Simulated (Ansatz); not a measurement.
`[SH][GaH][Cl]` + CH₃NH₂ → `C[NH][GaH][SH]` + HCl  (ligand exchange at a Ga–Cl bond)

Gas-phase electronic energies from Ansatz, PBE0-D4/def2-TZVP geometries. CCSD(T)/CBS adds triple-zeta CCSD(T) − MP2 to the extrapolated MP2 energy (def2 sets, frozen cores). This one scheme is used for every species. Functionals use def2-TZVPP. For Ga outer-core shells are correlated without core-valence functions, which leaves a few kJ/mol of doubt a bond. Scalar relativity is left out up to krypton. Each species was taken in one conformer, which may not be the lowest.

CCSD(T)/CBS gives +74.5 kJ/mol.

Q: Another level gave +81.2 kJ/mol. Which?
A. LDA (SPW92)/def2-TZVPP
B. ωB97X-V/def2-TZVPP
C. revPBE/def2-TZVPP
D. MP2/def2-TZVPP

A: B. ωB97X-V 81.2, MP2/def2-TZVPP 73.8, revPBE 85.4, LDA (SPW92) 68.7 kJ/mol.

Largest T1 diagnostic among the species: 0.013.

From r2SCAN to r2SCAN0 (25 % exact exchange), in def2-TZVPP and without D4, ΔE moves by +3.6 kJ/mol. Leaving LDA and LC-ωPBE aside and taking each functional with its dispersion term where it has one, the values, not all of them listed here, spread over 11.0 kJ/mol, from BLYP-D4 to B97M-V. LDA lies −12.7 kJ/mol from PBE without D4.
